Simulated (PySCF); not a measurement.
Levels of Te²³⁺ from EOM-EA-GCCSD

Reference: closed-shell Te²⁴⁺, [Ar] 3d10; one electron is added. Calculated with PySCF 2.14, two-component X2C-1e with screened spin-orbit coupling, an uncontracted even-tempered set (19 s from 1.1 bohr⁻², ratio 2.6; 15 p from 1.4 bohr⁻², ratio 2.6; 10 d from 1.4 bohr⁻², ratio 2.6; 6 f from 1.4 bohr⁻², ratio 2.8); frozen [Ar]; the 100 highest virtual spinors dropped; of the others 70 kept and the rest restored at second order. No Breit or QED terms. Binding energies in eV.

| level | Koopmans |
| --- | --- |
| 4s1/2 | 744.75 |
| 4p1/2 | 695.69 |
| 4p3/2 | 680.62 |

Q: How does correlation move these levels?

A: 4s1/2: second order 746.01, EOM-CCSD 745.96; 4p1/2: second order 696.88, EOM-CCSD 696.84; 4p3/2: second order 681.75, EOM-CCSD 681.71.

For comparison, the ionisation energy of Te²³⁺ is 746.12 ± 0.25 eV (semi-empirical (NIST evaluation); NIST Atomic Spectra Database, ionization energies).
